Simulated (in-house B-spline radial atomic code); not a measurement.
Computed with a B-spline radial atomic code. Model: two electrons, singlet ground state, non-relativistic, full CI in B-splines with partial waves to l = 8 (at full coupling up to 3e-4 hartree above the limit, correlation up to 0.6 % small), density held at that of full coupling by Lieb maximisation.

W(λ) is the mean repulsion in the state of coupling λ less the Hartree energy of the fixed density. Its start is exact exchange, its initial slope is twice the second-order Görling-Levy correlation energy, and its area from 0 to 1 is E_xc. A straight curve means weak, dynamic correlation, and a curve that drops fast and flattens means strong correlation.

Command:
```bash
python run_ac.py task.json out
```
Settings (lengths in bohr, energies in hartree):
```
potential              harmonic
strength               0.00304
lmax                   8
```

Run time, properties included: 52 s on 1 thread of Intel(R) Xeon(R) Processor @ 2.30GHz, with other jobs on the host.

**W = mean repulsion less Hartree energy, and W of three functionals.**

Given: confinement harmonic well; well frequency 0.00304 hartree; external potential omega^2 r^2/2.

Computed: PBE exchange minus exact 0.22836 millihartree; SCAN exchange minus exact -0.75596 millihartree.

| coupling | W xc (hartree) | W xc minus exchange (millihartree) | kinetic minus Kohn-Sham (millihartree) | LDA (PW92) W minus its exchange (millihartree) | PBE W minus its exchange (millihartree) | SCAN W minus its exchange (millihartree) |
| --- | --- | --- | --- | --- | --- | --- |
| 0 | -0.026153 | 0 | 0 | 0 | 0 | 0 |
| 0.02 | ? | ? | ? | ? | ? | ? |
| 0.05 | -0.030344 | -4.191 | 0.09 | -6.88 | -4.61 | -3.23 |
| 0.12 | -0.032538 | -6.385 | 0.26 | -9.96 | -7.21 | -5.5 |
| 0.25 | -0.033994 | -7.841 | 0.52 | -12.53 | -9.49 | -7.43 |
| 0.4 | -0.034693 | -8.54 | 0.74 | -14.03 | -10.86 | -8.42 |
| 0.6 | -0.035182 | -9.029 | 0.98 | -15.2 | -11.93 | -9.07 |
| 0.8 | -0.035481 | -9.328 | 1.18 | -15.95 | -12.63 | -9.42 |
| 1 | -0.03569 | -9.537 | 1.37 | -16.49 | -13.13 | -9.63 |
| 1.4 | ? | ? | ? | ? | ? | ? |
| 2 | -0.036236 | -10.083 | 2.15 | -17.92 | -14.47 | -10.07 |

(1) What belongs in the row 0.02?

(2) What belongs in the row 1.4?

(3) What is the LDA exchange minus exact?

**Energy parts, natural occupations and partial-wave weights.**

Computed: total energy 0.0322 hartree; exchange energy -0.026153 hartree; kinetic part of the DFT correlation energy 0.0013699 hartree; Hartree energy 0.052306 hartree; Kohn-Sham kinetic 0.0022844 hartree; Lieb Oxford ratio E_xc over LDA exchange 1.4846.

| natural | occupation of the shell (electrons) |
| --- | --- |
| s | 1.0783 |
| p | 0.8146 |
| d | 0.08104 |
| s | 0.020098 |
| p | ? |
| f | 0.00099069 |

(4) What belongs in the row p?

```
wave      weight
   s     0.54927
   p     0.40969
   d           ?
   f  0.00049535
   g  9.0296e-08
```

(5) What belongs in the row d?

(6) What is the correlation energy?

(7) What is the kinetic part over minus potential part?

Results:

(1) W xc (hartree): -0.028324; W xc minus exchange (millihartree): -2.171; kinetic minus Kohn-Sham (millihartree): 0.02; LDA (PW92) W minus its exchange (millihartree): -4.21; PBE W minus its exchange (millihartree): -2.54; SCAN W minus its exchange (millihartree): -1.58.

(2) W xc (hartree): -0.035972; W xc minus exchange (millihartree): -9.819; kinetic minus Kohn-Sham (millihartree): 1.7; LDA (PW92) W minus its exchange (millihartree): -17.23; PBE W minus its exchange (millihartree): -13.82; SCAN W minus its exchange (millihartree): -9.88.

(3) 3.0361 millihartree.

(4) occupation of the shell (electrons): 0.0047691.

(5) weight: 0.040547.

(6) -0.0081667 hartree.

(7) 0.14365.

Half-way to full coupling W has made 92 % of its drop, against 50 % for a straight line, and second-order (GL2) theory, half the initial slope, overshoots the correlation energy by about 666 %: correlation is strong. Over couplings 0 to 1 the errors in E_xc come to about -2.4 millihartree for LDA, -2.1 millihartree for PBE, -0.6 millihartree for SCAN, so SCAN is nearest. In LDA and PBE and SCAN the errors of exchange and correlation have opposite signs, so the sum is smaller than the larger of the two.
